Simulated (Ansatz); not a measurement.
Geometry optimisation, RKS PBE0-D4/6-31G in Ansatz 0.2.0.

input.yaml

```yaml
crystal:
  periodic: [false, false, false]
  atoms:
    - { symbol: Al, position_ang: [-0.012065, 0.120739, 0.049456] }
    - { symbol: F, position_ang: [-1.407468, 0.038322, -1.000937] }
    - { symbol: S, position_ang: [0.783239, -1.903796, -0.359631] }
    - { symbol: H, position_ang: [-0.335647, -1.877001, -1.156686] }
    - { symbol: O, position_ang: [0.44095, 1.399903, 1.001373] }
    - { symbol: H, position_ang: [0.53099, 2.221833, 1.466425] }
basis:
  gaussian: { orbitals: "6-31G" }
hamiltonian:
  xc: pbe0
  dispersion: d4
relax:
  f_tol: 0.03
  max_steps: 50
```

Launched with:

```bash
$ ansatz run input.yaml --threads 1 --pin off --max-ram 2048MiB --backend cpu --events-out ev --progress --plain --runs-dir out
```

**Question.** Where does it end, and by what steps?

**Answer.** The forces met the threshold. Limits of this set-up: no polarisation functions. After 7 steps the energy has fallen by 0.314 eV; H4 moved furthest, 0.52 Å.

| step | energy less start (eV) | largest force component (eV/Å) | accepted |
| --- | --- | --- | --- |
| 0 | 0.0000 | 0.760 | yes |
| 1 | -0.1770 | 0.742 | yes |
| 2 | -0.2801 | 0.564 | yes |
| 3 | -0.2820 | 0.453 | yes |
| 4 | -0.3116 | 0.180 | yes |
| 5 | -0.3143 | 0.050 | yes |
| 6 | -0.3144 | 0.048 | yes |
| 7 | -0.3145 | 0.019 | yes |

```xyz
6
Properties=species:S:1:pos:R:3
Al -0.190 0.190 -0.046
F -1.611 0.461 -0.944
S 0.815 -1.787 -0.285
H -0.075 -2.329 -1.183
O 0.441 1.343 0.974
H 0.619 2.122 1.484
```

Run time: 19 s on 1 thread of Intel(R) Xeon(R) 6975P-C (Granite Rapids) (shared host), peak memory 0.16 GiB.
